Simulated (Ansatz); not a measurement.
Saddle point of CH$_{8}$Ge, closed shell (GeH₄ + CH₄ → CH₆Ge ([CH3][GeH3]) + H₂; bonds formed: Ge1–C7, H2–H6; bonds broken: Ge1–H2, H6–C7), PBE0-D4/def2-TZVP structure:

Ge1  (-0.715, 0.405, -0.728)
H2  (0.791, 1.488, -0.462)
H3  (-0.279, 0.322, -2.200)
H4  (-1.547, 1.600, -0.241)
H5  (-1.642, -0.856, -0.506)
H6  (0.769, 0.520, 0.158)
C7  (0.579, -0.679, 0.820)
H8  (0.679, -1.617, 0.275)
H9  (-0.179, -0.752, 1.600)
H10  (1.544, -0.430, 1.283)
(Å)

Energies are electronic, without zero-point energy. Barriers and step energies count from the start structure reached by relaxing down the imaginary mode; all methods use the PBE0-D4 structures, on which another method's saddle can fall below an end. Program: Ansatz 0.2.0. Basis: def2-TZVPP, with def2-QZVPP for the basis limit. Cores are frozen in the correlated methods. Filled d shells of the heavier atoms are correlated. The def2 sets are not built for correlating such inner shells, so the correlated values are less sure here. B3LYP uses VWN-RPA correlation. Extrapolation: Hartree–Fock as exp(−7.88 √X), correlation as X^−2.97.

```csv
method,barrier (eV),step energy (eV)
SPW92,3.237,0.436
PBE-D4,3.518,0.415
BLYP-D4,3.738,0.436
r2SCAN-D4,3.703,0.435
B97M-V,?,0.531
PBE0-D4,3.716,0.440
B3LYP-D4,3.890,0.464
r2SCAN0-D4,?,0.450
BHLYP-D4,4.122,0.499
CAM-B3LYP-D4,4.011,0.493
wB97X-V,3.977,0.445
wB97M-V,3.922,0.435
B2PLYP,3.996,0.460
PBE-QIDH,3.899,0.425
RPA on PBE,?,0.411
HF,4.677,0.609
MP2,3.953,0.354
CCSD,4.082,0.448
CCSD(T),3.962,0.414
```

Fill in the withheld barriers. (An estimate is asked for; the value comes from the calculation.)

Computed: r2SCAN0-D4 3.835; RPA on PBE 3.931; B97M-V 3.766 eV. Each is the energy of the saddle less that of the start structure, by the same method.

For comparison, the barrier by CCSD(T) at an estimated basis limit (MP2 extrapolated from triple and quadruple zeta, plus CCSD(T) − MP2 in triple zeta) is 3.979 eV.

The T1 diagnostic stays at or below 0.012. The start structure is not quite a true minimum (one mode of 35i cm⁻¹). The end structure is not quite a true minimum (one mode of 27i cm⁻¹).

Labels in which every atom is bracketed show which atoms are joined, not bond orders.

For scale, one of the runs: CCSD(T)/def2-TZVPP, 191 basis functions, launched by `ansatz run in.yaml --threads 2 --pin off --events-out ev --progress --plain --max-ram 4352MiB`. Hardware: 2 CPU threads of an Arm Neoverse V1, shared host. Wall time 63 s; peak host memory 2.1 GiB.
